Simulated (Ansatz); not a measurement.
Ansatz results at the PBE0-D4/def2-TZVP geometry: HOMO–LUMO gap (PBE0/def2-TZVPP) 7.85 eV; LUMO energy (ωB97M-V/def2-TZVPP) 1.55 eV; HOMO energy (B3LYP/def2-TZVPP) -7.92 eV.

(1) Which molecule gave them?
A. `F[CH]([SiH3])[GeH3]`
B. `[CH3][GeH]([F])[SiH3]`
C. `CC(=O)[O][GeH3]`
D. `[CH3][GeH]([Cl])[I]`

Results:

(1) B. The others give `CC(=O)[O][GeH3]`: 8.20, 1.93, -7.76; `[CH3][GeH]([Cl])[I]`: 6.56, 0.71, -7.47; `F[CH]([SiH3])[GeH3]`: 8.39, 1.80, -7.98.

B3LYP here is the variant with VWN-RPA as its local correlation; programs differ in this.
